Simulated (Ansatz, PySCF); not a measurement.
Breaking a bond: CH (cation, charge +1), singlet.

- RKS-M06-2X/6-31G* = restricted M06-2X/6-31G*, spherical d (PySCF)
- UKS-B3LYP/6-31G* = unrestricted B3LYP/6-31G*, spherical d (PySCF)
- RKS-PBE = restricted PBE/aug-cc-pVTZ (Ansatz, a first-principles code)
- FCI = full CI/aug-cc-pVTZ, frozen core in Ansatz

Energies relative to the lowest point of each curve near equilibrium, in kcal/mol:

```csv
R / Å,RKS-M06-2X/6-31G*,UKS-B3LYP/6-31G*,RKS-PBE
0.85,47.3,48.3,49.3
0.92,22.1,23.3,24.8
1.10,0.1,0.4,0.8
1.17,0.6,0.4,0.0
1.33,9.7,8.8,6.4
1.43,18.4,16.8,13.4
1.53,27.9,25.5,21.3
1.71,44.8,40.9,36.0
2.04,72.0,63.4,60.2
3.06,122.0,80.9,99.3
3.45,130.4,82.7,104.4
3.93,136.2,83.2,107.1
```

What does FCI give at the same points?

0.85: 45.8; 0.92: 22.0; 1.10: 0.3; 1.17: 0.4; 1.33: 8.8; 1.43: 16.8; 1.53: 25.5; 1.71: 41.0; 2.04: 64.2; 3.06: 92.9; 3.45: 95.1; 3.93: 96.0 (kcal/mol).

The scan ran from 0.85 to 4.54 Å; beyond the distances shown full CI changes its symmetry label. The restricted form behind RKS-M06-2X/6-31G*, RKS-PBE keeps the bonding electrons paired and can't separate into open-shell fragments. The unrestricted determinant behind UKS-B3LYP/6-31G* is spin-contaminated at 0.85 to 3.93 Å (<S²> up to 1.0, against 0.00 for a pure singlet).
